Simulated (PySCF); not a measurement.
Input of a run (PBE0-D3(BJ)/def2-SVP geometry optimisation, gas phase (PySCF 2.14.0)), started from a GFN2-xTB structure with every atom displaced at random (by about 0.01 Å):
```
{"job": {"xc": "PBE0", "basis": "def2-SVP", "d3": "d3bj", "grid": 1, "shake": 0.01, "kind": "geom"}, "charge": 0, "multiplicity": 1}
C     -1.597750     0.118540    -0.132200
N     -0.861880    -0.375080     0.995810
B      0.594120     0.347430     1.223440
Si     1.775640    -0.050290    -0.340840
H     -1.766490     1.208070    -0.017510
H     -2.595520    -0.337660    -0.233180
H     -1.036870    -0.015910    -1.047490
H     -1.368990    -0.244860     1.853390
H     -0.671790    -1.356750     0.892620
H      1.008690    -0.148890     2.258730
H      0.358100     1.504730     1.410650
H      1.524520    -1.441160    -0.828640
H      1.445470     0.740280    -1.577150
H      3.185600     0.036460    -0.185370
```

Output (energies in Eh, forces in Eh/bohr):
```
step   0  E = -412.75437426  max force = 0.030584
step   1  E = -412.75981386  max force = 0.006983
step   2  E = -412.76003294  max force = 0.001192
step   3  E = -412.76007205  max force = 0.000729
step   4  E = -412.76009067  max force = 0.001007
step   5  E = -412.76010756  max force = 0.000644
step   6  E = -412.76011938  max force = 0.000454
step   7  E = -412.76013017  max force = 0.000596
step   8  E = -412.76013720  max force = 0.000649
step   9  E = -412.76014083  max force = 0.000362
optimisation converged
```

Q: Summarise the run.

A: The energy falls by 15.1 kJ/mol over 10 energy and gradient evaluations, the largest force component goes from 0.0306 to 3.6e-04 Eh/bohr, and the atoms move by 0.115 Å rms after alignment. The bond that changes most is Si4–H14 (SiH3 silicon to Si–H hydrogen), which lengthens by 0.079 Å. Bonds longer at the end by more than 0.005 Å: 8 of 13; shorter: 2. Among the angles that change most is B3–Si4–H14, from 119.2° to 112.4°. Among the dihedrals that turn most is N2–B3–Si4–H12, from -36° to -47°. The energy never rose by more than 1e-6 Eh on the way. The first step brought 94 % of the lowering.

Q: What are the final bond lengths?

A: C1–N2 1.469 Å, N2–B3 1.623 Å, B3–Si4 2.026 Å, C1–H5 1.097 Å, C1–H6 1.100 Å, C1–H7 1.098 Å, N2–H8 1.022 Å, N2–H9 1.023 Å, B3–H10 1.224 Å, B3–H11 1.224 Å, Si4–H12 1.514 Å, Si4–H13 1.509 Å, Si4–H14 1.500 Å. Numbering counts from 1 in the input's order; the species is `C[NH2+][BH2-][SiH3]`.

The run used 110 basis functions and 56 SCF cycles in all.

Not checked by PBE0-D3(BJ)/def2-SVP frequencies. The numbers are those of one conformer.
